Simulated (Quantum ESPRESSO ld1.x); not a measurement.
Q: Species: Pt I. Configuration: [Xe] 4f14 5d9 6s1. All-electron calculation, scalar-relativistic Kohn-Sham, PW86 exchange with PBE correlation, spin-unpolarised, spherical densities, point nucleus. Program: ld1.x of Quantum ESPRESSO 7.5. Some entries of the table are withheld. Estimate them.

orbital,occ.,eigenvalue (eV),<r^2> (bohr^2)
1s,2,(1),0.0004057
2s,2,-13779.8,0.006197
2p,6,-11937.8,0.005202
3s,2,-3237.51,0.03999
3p,6,-2701.00,0.04104
3d,10,-2120.25,0.03401
4s,2,-696.443,0.1942
4p,6,-520.577,0.2217
4d,10,-307.052,0.2532
5s,2,-101.705,1.020
4f,14,-70.0240,0.3247
5p,6,-55.9781,1.383
5d,9,-6.1447,3.553
6s,1,-5.7663,(2)
6p,0,-0.9129,29.51
7s,0,-0.0270,464.3

A: 
(1) 1s eigenvalue (eV): -78449.1
(2) 6s <r^2> (bohr^2): 9.926
